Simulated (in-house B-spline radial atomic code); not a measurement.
Results of a calculation; reference values are marked as such.
## Making a Troullier-Martins p channel for Zr, r_c = 1.34 bohr

Zr, [Kr] 4d2 5s2, non-relativistic PBE, spherical and spin-unpolarised, from a B-spline radial code for spherical atoms (atomic units). The all-electron 4p level is ε = -1.184920 hartree, its outermost node lies just inside 0.58 bohr and its outer maximum at 1.19 bohr.

Inside r_c the pseudo-orbital is u(r) = r^2 exp(p(r)), with p = c0 + c2 r² + c4 r⁴ + … + c12 r¹². The seven coefficients follow from p and its first four derivatives at r_c, from zero curvature of the screened potential at the origin, c4 = −c2²/(2l + 5), and from the norm inside r_c. At r_c the all-electron orbital has P = 0.9330597, P' = -0.3822494, the screened potential V = -2.741461, V' = 4.66493, V'' = -10.20489, and the norm inside is Q = 0.51494.

**Question.** What are p, p' and p'' at r_c?

**Answer.** p = ln(P/r_c^2) = ln(0.9330597/1.7956) = -0.65463. p' = P'/P − 2/r_c = -0.40967 − 1.49254 = -1.90221. The radial equation gives p'' = 2(V − ε) − 2(2) p'/r_c − p'² = -3.11308 − (-5.67824) − 3.61840 = -1.05325. Differentiating, p''' = 2V' + 2(2)p'/r_c² − 2(2)p''/r_c − 2p'p'' = 4.2294, and p'''' = 2V'' − 4(2)p'/r_c³ + 4(2)p''/r_c² − 2(2)p'''/r_c − 2p''² − 2p'p''' = -17.531.

For a trial c2 the five matching conditions are linear in c0, c6, c8, c10 and c12, and c2 is varied until the norm inside r_c equals Q. The root nearest zero gives:

| n | c_n |
| --- | --- |
| 0 | 0.1171014 |
| 2 | 0.09727976 |
| 4 | -0.001351907 |
| 6 | -0.7360201 |
| 8 | 0.5715376 |
| 10 | -0.1773969 |
| 12 | 0.02055609 |

**Question.** Check c4 and p(r_c), and find the screened pseudopotential at the origin.

**Answer.** −c2²/7 = -0.00135191, as listed. The terms c_n r_c^n are 0.11710, 0.17468, -0.00436, -4.26107, 5.94132, -3.31127, 0.68897, which sum to -0.65463. Inverting the radial equation, V_l(r) = ε + 2 p'/r + (p'' + p'²)/2, so V_l(0) = ε + (2l + 3) c2 = -1.18492 + 5 × (0.0972798) = -0.6985 hartree, finite where the all-electron potential diverges.

Orbitals and screened potentials:

| r (bohr) | P | u | V all-electron | V pseudo |
| --- | --- | --- | --- | --- |
| 0.134 | 0.1888 | 0.02022 | -182.3 | -0.7048 |
| 0.335 | -0.4929 | 0.1274 | -43.0 | -0.916 |
| 0.536 | -0.1053 | 0.3275 | -17.98 | -1.822 |
| 0.737 | 0.4743 | 0.5964 | -9.551 | -3.384 |
| 0.938 | 0.8337 | 0.8444 | -5.859 | -4.422 |
| 1.139 | 0.9603 | 0.9601 | -3.927 | -3.889 |
| 1.34 | 0.9331 | 0.9331 | -2.741 | -2.741 |

Logarithmic derivatives P'/P at R = 1.64 bohr, for energies E around ε:

```
E − ε (hartree)  all-electron     pseudo
           -0.5      0.104337   0.102525
          -0.25      -0.31906  -0.319713
           -0.1     -0.628158  -0.628303
              0     -0.865264  -0.865282
            0.1      -1.13384   -1.13404
           0.25      -1.61357   -1.61512
            0.5      -2.73185   -2.74263
```

**Question.** With P(R) = 0.7643043 and a norm of 0.735232 inside R, what slope in energy does norm conservation fix?

**Answer.** d(P'/P)/dE = −2 × (norm inside R)/P(R)² = -2.5172 per hartree·bohr at E = ε, for both atoms, since orbital and norm agree at R. Differences over ±0.1 hartree give -2.5284 (all-electron) and -2.5287 (pseudo), which also hold third-order terms. Half a hartree below ε the two curves differ by -0.0018.
